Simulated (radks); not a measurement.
Species: Cl5+. Configuration: [Ne] 3s2.

Method: non-relativistic Kohn-Sham, LDA (Slater exchange, Perdew-Wang correlation), spin-unpolarised, spherical densities, point nucleus; computed with a radial shooting solver on a logarithmic mesh with Libxc functionals.

Energy parts (eV):
total: -12283.164
kinetic: 12262.962
electron-nucleus: -28238.196
Hartree: 4354.097
exchange-correlation: -662.027

Orbitals (lengths in bohr, moments of r in powers of bohr; r(max) is where P^2 peaks):
orbital  occ.  eigenvalue (eV)      <r>  <1/r>   r(max)    <r^2>
1s          2        -2819.698  0.09164  16.51  0.06007  0.01128
2s          2        -334.0799   0.4454  3.293   0.3637   0.2353
2p          6        -276.1544   0.4045  3.218   0.3006   0.2034
3s          2         -89.2627    1.313  1.067    1.182    1.962

The highest occupied level is 3s at -89.263 eV. The density falls to 0.001 e/bohr^3 at r = 2.58 bohr. Summed over all electrons, <r^2> = 5.638 bohr^2, which gives a Langevin (diamagnetic) susceptibility term of -4.47 x 10^-6 cm^3/mol.
